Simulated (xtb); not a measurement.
C₄H₁₂Mo, SMILES [CH3][Mo]([CH3])([CH3])[CH3], multiplicity 1. All values are semi-empirical tight-binding results from xtb (GFN2-xTB unless named), good for trends rather than for accurate numbers. Geometry optimised at GFN2-xTB. The multiplicity is an assumed one; other spin states were not compared.

Optimised geometry:

Bond lengths (Å): Mo1–C2 2.134, Mo1–C3 2.135, Mo1–C4 2.134, Mo1–C5 2.134, C2–H6 1.102, C2–H7 1.102, C2–H8 1.102, C3–H9 1.102, C3–H10 1.102, C3–H11 1.102, C4–H12 1.102, C4–H13 1.102, C4–H14 1.102, C5–H15 1.102, C5–H16 1.101, C5–H17 1.101. Bond angles (°): C2–Mo1–C3 109.3, C2–Mo1–C4 109.7, C2–Mo1–C5 109.2, C3–Mo1–C4 109.3, C3–Mo1–C5 109.7, C4–Mo1–C5 109.5, Mo1–C2–H6 111.8, Mo1–C2–H7 111.9, Mo1–C2–H8 111.9, H6–C2–H7 107.0, H6–C2–H8 107.0, H7–C2–H8 107.0, Mo1–C3–H9 111.9, Mo1–C3–H10 111.9, Mo1–C3–H11 111.7, H9–C3–H10 107.0, H9–C3–H11 107.0, H10–C3–H11 107.0, Mo1–C4–H12 112.0, Mo1–C4–H13 111.8, Mo1–C4–H14 111.8, H12–C4–H13 107.0, H12–C4–H14 107.0, H13–C4–H14 107.0, Mo1–C5–H15 111.7, Mo1–C5–H16 111.8, Mo1–C5–H17 111.9, H15–C5–H16 107.0, H15–C5–H17 107.0, H16–C5–H17 107.0.

For metal compounds this method's bond lengths and energies can be far off.

Question: Estimate the properties. (Estimate from the structure and the level; the computed values follow.)

Answer: 
```
Property                                      Result
-------------------------------------  -------------
point group as xtb finds it                       Td
orbital gap                                  0.00 eV
zero-point energy                      83.6 kcal/mol
G − E(el) at 298.15 K (modified RRHO)  61.9 kcal/mol
```

Question: Give the atomic charges and the Wiberg bond orders between heavy atoms. (The exact figures need the calculation; the answer reports its results.)

Answer: charges (e) Mo1 0.15, C2 -0.17, C3 -0.17, C4 -0.17, C5 -0.17, H6 0.04, H7 0.04, H8 0.04, H9 0.04, H10 0.04, H11 0.04, H12 0.04, H13 0.04, H14 0.04, H15 0.04, H16 0.04, H17 0.04. Bond orders Mo1–C2 1.12, Mo1–C3 1.12, Mo1–C4 1.12, Mo1–C5 1.12.
